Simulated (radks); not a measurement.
Values are calculated unless marked as measured or tabulated.
Task: All-electron atom: Pb1.75+ in [Xe] 4f14 5d10 6p(up 1, down 1) 6s(up 0.25, down 0) (fractional occupations, a model configuration). Level of theory: scalar-relativistic Kohn-Sham, r2SCAN, spin-polarised, spherical densities, finite nucleus; meta-GGA in the generalised Kohn-Sham scheme; Fermi nuclear charge, rms radius 5.5012 fm (a radial shooting solver on a logarithmic mesh with Libxc functionals). Some entries of the table are withheld. Estimate them.

| orbital | occ. | eigenvalue (eV) | <1/r> (bohr^-1) |
|---|---|---|---|
| 1s up | 1 | -88200.19 | 101.3 |
| 1s down | 1 | -88200.19 | 101.3 |
| 2s up | 1 | -15820.84 | 23.81 |
| 2s down | 1 | -15820.84 | 23.81 |
| 2p up | 3 | -13574.36 | 20.91 |
| 2p down | 3 | -13574.35 | 20.91 |
| 3s up | 1 | -3823.233 | 8.834 |
| 3s down | 1 | -3823.228 | 8.834 |
| 3p up | 3 | -3176.292 | 7.988 |
| 3p down | 3 | -3176.287 | 7.988 |
| 3d up | 5 | -2514.021 | 7.487 |
| 3d down | 5 | -2514.018 | 7.487 |
| 4s up | 1 | -886.3711 | 3.796 |
| 4s down | 1 | -886.3599 | 3.796 |
| 4p up | 3 | -673.4484 | 3.416 |
| 4p down | 3 | -673.4359 | 3.416 |
| 4d up | 5 | -425.4130 | 3.069 |
| 4d down | 5 | -425.3984 | 3.069 |
| 5s up | 1 | -164.5885 | 1.589 |
| 5s down | 1 | -164.5672 | 1.588 |
| 4f up | 7 | -152.1002 | 2.674 |
| 4f down | 7 | -152.0850 | 2.674 |
| 5p up | 3 | -105.7267 | 1.362 |
| 5p down | 3 | -105.7014 | 1.362 |
| 5d up | 5 | (1) | 1.022 |
| 5d down | 5 | (2) | 1.025 |
| 6s up | 0.25 | -27.4714 | 0.5907 |
| 6s down | 0 | -27.1052 | 0.5901 |
| 6p up | 1 | -16.7632 | 0.4556 |
| 6p down | 1 | -16.5050 | 0.4517 |

Result: 
(1) 5d up eigenvalue (eV): -39.1733
(2) 5d down eigenvalue (eV): -39.0680
